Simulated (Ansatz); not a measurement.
SnH2Me(NEt2) (C₅H₁₅NSn). Total charge 0; singlet. Geometry r2SCAN-D4/def2-SVP, basis def2-TZVP, Ansatz.

```tsv
atom	x (Å)	y (Å)	z (Å)
Sn1	-0.182	-0.309	-1.941
H2	1.319	-0.641	-2.709
H3	-1.401	-1.447	-2.359
C4	-0.868	1.692	-2.401
H5	-1.710	1.956	-1.744
H6	-1.203	1.745	-3.447
H7	-0.056	2.418	-2.247
N8	0.168	-0.616	0.058
C9	1.428	-0.184	0.637
C10	1.569	1.326	0.847
C11	-0.959	-0.677	0.977
C12	-0.964	-1.944	1.831
H13	2.258	-0.539	-0.002
H14	1.570	-0.698	1.608
H15	1.530	1.862	-0.117
H16	0.760	1.723	1.481
H17	2.528	1.577	1.331
H18	-0.994	0.214	1.642
H19	-1.902	-0.641	0.401
H20	-1.016	-2.839	1.191
H21	-0.050	-2.024	2.441
H22	-1.824	-1.954	2.521
```

| run | HOMO (eV) | LUMO (eV) |
| --- | --- | --- |
| A | -4.50 | -0.47 |
| B | -8.91 | 2.71 |
| C | -5.55 | 0.12 |
| D | -5.76 | 0.38 |
| E | -4.63 | -0.71 |
| F | -4.71 | -0.11 |

In the def2 sets Sn takes a core potential; there is no spin–orbit coupling. B3LYP takes the VWN-RPA correlation.

**Question.** The runs used B3LYP, HF, LDA (SPW92), PBE, PBE0, r2SCAN. Estimate which is which.

**Answer.** A PBE (0 % exact exchange); B HF (100 % exact exchange); C B3LYP (20 % exact exchange); D PBE0 (25 % exact exchange); E LDA (SPW92) (0 % exact exchange); F r2SCAN (0 % exact exchange). Exact exchange lowers occupied and raises empty levels; among semilocal functionals meta-GGAs tend to open the gap a little, and such runs are hard to tell apart. The gap grows from 3.93 eV (LDA (SPW92)) to 11.62 eV (HF).
